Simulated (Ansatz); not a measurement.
`[F][GeH]([Cl])[Br]` + `[SiH3]N[SiH3]` → `[F][GeH]([Cl])[N]([SiH3])[SiH3]` + HBr at 400 K and 1 bar (ligand exchange at a Ge–Br bond).

Calculated with Ansatz (gas phase, PBE0-D4/def2-TZVP geometries, no zero-point term in ΔE). CBS: MP2 limit from def2 TZ/QZ plus the TZ coupled-cluster correction, frozen cores. This one scheme is used for every species. For Br, Ge outer-core shells are correlated without core-valence functions, which leaves a few kJ/mol of doubt a bond. Scalar relativity is left out up to krypton. One conformer a species, not always the lowest.

```
                          species  CCSD(T)/CBS energy (Eh)  H − E (kJ/mol)  S (J/(mol·K))
             `[F][GeH]([Cl])[Br]`              -5209.72032            59.5          363.3
                  `[SiH3]N[SiH3]`               -637.10515           203.4          366.7
`[F][GeH]([Cl])[N]([SiH3])[SiH3]`              -3272.89201           228.7          488.8
                              HBr              -2573.91920            27.6          207.2
```

H − E and S are ideal-gas, rigid-rotor, harmonic terms from PBE0-D4/def2-TZVP, for one conformer and one mirror image of each species. 1 Eh = 2625.50 kJ/mol, R = 8.31446 J/(mol·K).

By hand: ΔE, ΔH, ΔS and ΔG.

ΔE = (-3272.89201) + (-2573.91920) − (-5209.72032) − (-637.10515) = 0.01426 Eh = 37.4 kJ/mol. Δ(H − E) = 228.7 + 27.6 − 59.5 − 203.4 = -6.6, so ΔH = 30.8 kJ/mol. ΔS = 488.8 + 207.2 − 363.3 − 366.7 = -34.0 J/(mol·K). ΔG = 30.8 − 400 × (-34.0)/1000 = 44.4 kJ/mol.

By hand: the equilibrium constant, and the temperature at which ΔG would vanish if ΔH and ΔS stayed fixed.

log₁₀ K = −ΔG/(RT ln 10) = -5.8. ΔH and −TΔS have one sign here, so there is no such temperature.

TΔS isn't small against ΔH here. A doubt of 5 kJ/mol in ΔE shifts log₁₀ K by 0.7 here. Other conformers and mirror images would add mixing entropy, several J/(mol·K) or more a flexible species. Modes under 60 cm⁻¹, often nearly free rotors, make the harmonic entropy too high. These are equilibria of isolated gas molecules and say nothing of rates. Largest T1 diagnostic: 0.012 (customary marks: 0.02 for closed shells, 0.045 for open ones).
